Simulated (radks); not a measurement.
Initial-state core-level shifts of the niobium ion Nb3+ when its valence configuration changes from [Kr] 4d2. Calculated with a radial shooting solver on a logarithmic mesh with Libxc functionals: scalar-relativistic Kohn-Sham, r2SCAN, spin-polarised, spherical densities, finite nucleus; open shells are filled with parallel spins first (spin-orbit coupling, left out, can overturn this in heavy ions); meta-GGA in the generalised Kohn-Sham scheme; Fermi nuclear charge, rms radius 4.324 fm. Shifts are changes of the shell-averaged eigenvalues in eV (positive: less bound); the change of the density at the nucleus, which sets a Mossbauer isomer shift, is in e/bohr^3, on a base of 8.401e+04.

\begin{tabular}{lrrrrr}
valence & 1s & 2s & 2p & 4s & density at nucleus \\ \hline
4d1 5p1 & -6.036 & -6.377 & -6.366 & -5.414 & +4.271 \\
4d1 5s1 & -4.928 & -5.279 & -5.269 & -4.354 & +25.028 \\
4d1.5 5s0.5 & -2.465 & -2.638 & -2.633 & -2.196 & +12.330 \\
5s1 5p1 & -11.030 & -11.762 & -11.740 & -9.648 & +30.070 \\
5p2 & -12.142 & -12.870 & -12.848 & -10.680 & +9.266 \\
5s2 & -10.162 & -10.889 & -10.869 & -8.815 & +51.719 \\
4d1.5 5p0.5 & -3.017 & -3.183 & -3.178 & -2.731 & +2.054 \\
4d0.5 5s1.5 & -7.552 & -8.083 & -8.068 & -6.615 & +37.701 \\
\end{tabular}
